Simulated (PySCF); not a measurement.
**Electron correlation in As (arsenic, neutral)**

[Ar] 3d10 4s2 4p3, high-spin 4S determinant. All numbers are calculated (PySCF 2.14, scalar relativity by spin-free X2C-1e, in cc-pVTZ-DK (6s5p3d1f, 43 functions)). Frozen: [Ar] 3d10; 5 electrons correlated.

MP2 pair energies summed by pair of shells (mhartree):

```csv
pair,energy,share (%)
4s-4p,-46.03,65.0
4p-4p,-15.23,21.5
4s-4s,-9.58,13.5
```

Total MP2 correlation energy: -70.85 mhartree.

Same-spin part -19.12 and opposite-spin part -51.73 mhartree; SCS-MP2 scales them by 1/3 and 6/5 to -68.45 mhartree.

| level | correlation energy (mhartree) |
| --- | --- |
| CCSD | -84.95 |
| (T) | -2.75 |
| CCSD(T) | -87.70 |

Diagnostics: T1 = 0.0033, D1 = 0.0083, largest double amplitude 0.053.

Cost of the coupled-cluster step: 0.31 s of wall time on 1 thread of Neoverse-V2 (shared host), for 5 correlated electrons.
